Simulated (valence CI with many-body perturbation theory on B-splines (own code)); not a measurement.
Pm¹²⁺: calculated level list

Computed by configuration interaction combined with many-body perturbation theory (CI+MBPT): three valence electrons over a frozen Dirac-Fock core [Kr] 4d10, radial functions for each j: 7 s, 7 p, 7 d, 7 f, 4 g, 2 h, with the one-electron correlation potential Σ1, the two-electron term Σ2, the three-electron term Σ3, Breit, model QED; selected CI, second order for the rest, scaled by the run's own slope (own B-spline code, finite nucleus).

No measured spectrum was set against this ion. As an estimate, terms of the open shell hold to a few per cent of their energy, and close levels can change places; configurations with another count of f electrons can be misplaced by thousands of cm⁻¹.

Levels 46 to 90 of 198, with energies above the lowest level, 4f 5s2 2F°_5/2. "Leading %" is the weight of the configuration and term that name the level; weights of strongly mixed levels are sums over their largest components and can fall short. In the jj column 3d3/2^4 stands for four electrons in 3d with j = 3/2. Lifetimes count E1, E2, E3, M1 and M2 decay at the calculated energies, and are blank where another channel may lead or the interval is too uncertain; long ones can be off by a factor of two.

| No. | Configuration | Term | J | E (eV) | Leading % | Lifetime | Leading jj | g |
| --- | --- | --- | --- | --- | --- | --- | --- | --- |
| 46 | 4f3 | 4F° | 9/2 | 25.497 | 78 | 1.15 μs | 4f5/2 4f7/2^2 (82 %) | 1.251 |
| 47 | 4f3 | 2H° | 11/2 | 25.603 | 95 | 839 ns | 4f5/2 4f7/2^2 (66 %) | 1.095 |
| 48 | 4f3 | 2G° | 7/2 | 25.939 | 73 | 921 ns | 4f5/2^2 4f7/2 (60 %) | 0.934 |
| 49 | 4f 5s 5p | 4F | 7/2 | 26.014 | 39 | 5.12 ns | 4f5/2 5s 5p3/2 (91 %) | 1.148 |
| 50 | 4f3 | 4G° | 5/2 | 26.065 | 98 | 791 ns | 4f5/2^2 4f7/2 (42 %) | 0.574 |
| 51 | 4f 5s 5p | 4G | 9/2 | 26.222 | 55 | 48.0 ns | 4f7/2 5s 5p3/2 (59 %) | 1.242 |
| 52 | 4f3 | 2K° | 13/2 | 26.260 | 99 | 1.86 μs | 4f5/2^2 4f7/2 (67 %) | 0.934 |
| 53 | 4f 5s 5p | 4D | 5/2 | 26.351 | 39 | 4.50 ns | 4f5/2 5s 5p3/2 (94 %) | 1.134 |
| 54 | 4f3 | 4G° | 7/2 | 26.357 | 81 | 1.14 μs | 4f5/2^2 4f7/2 (53 %) | 0.970 |
| 55 | 4f3 | 4G° | 9/2 | 26.404 | 42 | 816 ns | 4f5/2 4f7/2^2 (43 %) | 1.136 |
| 56 | 4f3 | 2K° | 15/2 | 26.628 | 95 | 5.66 μs | 4f5/2^2 4f7/2 (46 %) | 1.062 |
| 57 | 4f3 | 4G° | 9/2 | 26.658 | 56 | 1.08 μs | 4f7/2^3 (46 %) | 1.150 |
| 58 | 4f3 | 2D° | 3/2 | 26.687 | 50 | 291 ns | 4f5/2 4f7/2^2 (53 %) | 1.050 |
| 59 | 4f3 | 4G° | 11/2 | 26.834 | 94 | 1.05 μs | 4f5/2 4f7/2^2 (44 %) | 1.262 |
| 60 | 4f 5s 5p | 4D | 3/2 | 26.895 | 78 | 12.0 ns | 4f5/2 5s 5p3/2 (96 %) | 1.051 |
| 61 | 4f 5s 5p | 4G | 11/2 | 26.964 | 100 | 514 μs | 4f7/2 5s 5p3/2 (100 %) | 1.272 |
| 62 | 4f3 | 2P° | 1/2 | 27.068 | 95 | 503 ns | 4f5/2 4f7/2^2 (51 %) | 0.634 |
| 63 | 4f 5s 5p | 2F | 7/2 | 27.120 | 36 | 6.68 ns | 4f7/2 5s 5p3/2 (92 %) | 1.177 |
| 64 | 4f3 | 2D° | 5/2 | 27.144 | 97 | 402 ns | 4f5/2 4f7/2^2 (70 %) | 1.195 |
| 65 | 4f 5s 5p | 4D | 1/2 | 27.227 | 100 | 244 μs | 4f5/2 5s 5p3/2 (100 %) | -0.004 |
| 66 | 4f3 | 2P° | 3/2 | 27.606 | 52 | 477 ns | 4f7/2^3 (74 %) | 1.095 |
| 67 | 4f 5s 5p | 2D | 5/2 | 27.811 | 39 | 1.44 ns | 4f7/2 5s 5p3/2 (92 %) | 1.148 |
| 68 | 4f 5s 5p | 2G | 9/2 | 28.091 | 91 | 42.2 ns | 4f5/2 5s 5p3/2 (59 %) | 1.125 |
| 69 | 4f3 | 2I° | 11/2 | 28.161 | 85 | 179 ns | 4f5/2^2 4f7/2 (73 %) | 0.948 |
| 70 | 4f3 | 4D° | 3/2 | 28.175 | 79 | 322 ns | 4f5/2^2 4f7/2 (73 %) | 1.123 |
| 71 | 4f3 | 4D° | 5/2 | 28.202 | 76 | 275 ns | 4f5/2^2 4f7/2 (64 %) | 1.320 |
| 72 | 4f3 | 2L° | 15/2 | 28.284 | 96 | 82.5 μs | 4f5/2^2 4f7/2 (46 %) | 0.945 |
| 73 | 4f3 | 4D° | 1/2 | 28.292 | 95 | 469 ns | 4f5/2^2 4f7/2 (51 %) | 0.027 |
| 74 | 4f3 | 2I° | 13/2 | 28.399 | 99 | 173 ns | 4f5/2 4f7/2^2 (86 %) | 1.075 |
| 75 | 4f3 | 2L° | 17/2 | 28.551 | 100 | 475 ms | 4f5/2 4f7/2^2 (100 %) | 1.058 |
| 76 | 4f3 | 4D° | 7/2 | 28.609 | 98 | 296 ns | 4f5/2 4f7/2^2 (68 %) | 1.423 |
| 77 | 4f3 | 2H° | 9/2 | 28.865 | 98 | 400 ns | 4f5/2 4f7/2^2 (53 %) | 0.911 |
| 78 | 4f 5s 5p | 2D | 3/2 | 28.893 | 85 | 6.57 ns | 4f7/2 5s 5p3/2 (96 %) | 0.827 |
| 79 | 4f3 | 2D° | 3/2 | 29.064 | 80 | 419 ns | 4f5/2 4f7/2^2 (70 %) | 0.878 |
| 80 | 4f3 | 2H° | 11/2 | 29.109 | 84 | 467 ns | 4f5/2 4f7/2^2 (51 %) | 1.067 |
| 81 | 4f3 | 2D° | 5/2 | 29.247 | 59 | 479 ns | 4f5/2 4f7/2^2 (50 %) | 1.177 |
| 82 | 4f3 | 2F° | 5/2 | 30.007 | 78 | 279 ns | 4f7/2^3 (44 %) | 0.925 |
| 83 | 4f3 | 2F° | 7/2 | 30.276 | 97 | 747 ns | 4f7/2^3 (42 %) | 1.144 |
| 84 | 4f 5s 5p | 2F | 5/2 | 30.817 | 83 | 53.0 ps | 4f5/2 5s 5p3/2 (88 %) | 0.887 |
| 85 | 4f 5s 5p | 2F | 7/2 | 31.376 | 82 | 51.0 ps | 4f7/2 5s 5p3/2 (76 %) | 1.131 |
| 86 | 4f3 | 2G° | 9/2 | 31.794 | 98 | 20.9 ns | 4f5/2 4f7/2^2 (61 %) | 1.107 |
| 87 | 4f2 5p | 4I° | 9/2 | 31.870 | 61 | 225 ps | 4f5/2^2 5p1/2 (93 %) | 0.808 |
| 88 | 4f3 | 2G° | 7/2 | 31.975 | 98 | 38.3 ns | 4f5/2 4f7/2^2 (57 %) | 0.891 |
| 89 | 4f 5s 5p | 2G | 7/2 | 32.050 | 90 | 47.6 ps | 4f5/2 5s 5p3/2 (73 %) | 0.907 |
| 90 | 4f 5s 5p | 2D | 3/2 | 32.454 | 93 | 45.5 ps | 4f5/2 5s 5p3/2 (87 %) | 0.790 |

Names give the largest LS component (configuration and term), which can be under half, so a name can repeat, a term be missing and a line seem to break the LS rules; names also repeat where a configuration has a term twice.

Where two levels of one J and parity lie close, their mixing, g and order are uncertain.
